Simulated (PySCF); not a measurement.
Magnetisability: `C[Si](C)(C)n1ncc(F)n1`, C₅H₁₀FN₃Si

Geometry:
| atom | x (Å) | y (Å) | z (Å) |
| --- | --- | --- | --- |
| C1 | -1.482 | -0.535 | 1.596 |
| Si2 | -0.828 | -0.153 | -0.147 |
| C3 | -0.923 | -1.618 | -1.348 |
| C4 | -1.517 | 1.473 | -0.851 |
| N5 | 0.926 | 0.133 | 0.063 |
| N6 | 1.874 | -0.566 | -0.524 |
| C7 | 3.018 | -0.048 | -0.116 |
| C8 | 2.690 | 1.003 | 0.752 |
| F9 | 3.517 | 1.810 | 1.403 |
| N10 | 1.379 | 1.095 | 0.846 |
| H11 | -1.000 | -1.414 | 2.015 |
| H12 | -1.290 | 0.296 | 2.269 |
| H13 | -2.552 | -0.718 | 1.589 |
| H14 | -1.954 | -1.888 | -1.556 |
| H15 | -0.425 | -2.492 | -0.940 |
| H16 | -0.442 | -1.383 | -2.292 |
| H17 | -1.051 | 1.720 | -1.801 |
| H18 | -2.588 | 1.414 | -1.014 |
| H19 | -1.329 | 2.297 | -0.168 |
| H20 | 3.971 | -0.416 | -0.430 |

Theory: PySCF, GIAO PBE0/pcSseg-1 magnetisability, rotational g tensor and spin-rotation constants, non-relativistic, gas phase. Geometry: GFN2-xTB.

Question: What are the magnetisability and the molar susceptibility?

Answer: Isotropic -1680 × 10⁻³⁰ J/T², or -101.1 × 10⁻⁶ cm³/mol; principal values -2135, -1466, -1437 × 10⁻³⁰ J/T², anisotropy 684 × 10⁻³⁰ J/T² (root of half the summed squared differences of the principal values). The susceptibility is in cgs units.

Question: Split it along the inertial axes a, b, c into diamagnetic and paramagnetic parts about the centre of mass, with the quadrupole moment.

Answer: 
```tsv
axis	χ (10⁻⁶ cm³/mol)	diamagnetic (10⁻⁶ cm³/mol)	paramagnetic (10⁻⁶ cm³/mol)	summed x² of all electrons (Å²)	quadrupole Θ (D Å)
a	-87.8	-744.7	656.9	349.3	+4.93
b	-87.0	-1771.1	1684.1	107.4	-4.88
c	-128.6	-1937.7	1809.1	68.1	-0.06
```
Anisotropies 2χaa − χbb − χcc = +40.0 and 2χbb − χaa − χcc = +42.4 × 10⁻⁶ cm³/mol. Θ is traceless in Buckingham's convention.

Question: And the rotational g tensor?

Answer: 
```csv
axis,rotational constant (GHz),g,nuclear part,electronic part
a,2.0829,-0.0307,0.6121,-0.6428
b,0.7085,-0.0088,0.5518,-0.5606
c,0.6425,+0.0037,0.5498,-0.5461
```
Asymmetric top; isotopes 12C, 19F, 1H, 14N, 28Si; no vibrational averaging.
